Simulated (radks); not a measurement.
All-electron atom: W2+ in [Xe] 4f13 5d3.5 6s0.5 6p1 (fractional occupations, a model configuration). Calculated with a radial shooting solver on a logarithmic mesh with Libxc functionals: Dirac Kohn-Sham, PBEsol, spin-unpolarised, spherical densities, point nucleus; open shells fill j = l - 1/2 first.

Spin-orbit splittings of the eigenvalues, e(l+1/2) - e(l-1/2), with zeta = 2 splitting/(2l+1) and mean radii in bohr:

| shell | occ. | splitting (eV) | zeta (eV) | <r> j=l-1/2 | <r> j=l+1/2 |
|---|---|---|---|---|---|
| 2p | 6 | 1352 | 901.3 | 0.06367 | 0.07162 |
| 3p | 6 | 292.3 | 194.8 | 0.1906 | 0.2054 |
| 3d | 10 | 63.55 | 25.42 | 0.1797 | 0.1843 |
| 4p | 6 | 68.20 | 45.46 | 0.4537 | 0.4867 |
| 4d | 10 | 12.62 | 5.049 | 0.5025 | 0.5137 |
| 4f | 13 | 2.333 | 0.6665 | 0.5854 | 0.5937 |
| 5p | 6 | 10.60 | 7.066 | 1.146 | 1.241 |
| 5d | 3.5 | 1.055 | 0.4219 | 1.686 | 1.734 |
| 6p | 1 | 1.322 | 0.8814 | 3.098 | 3.315 |
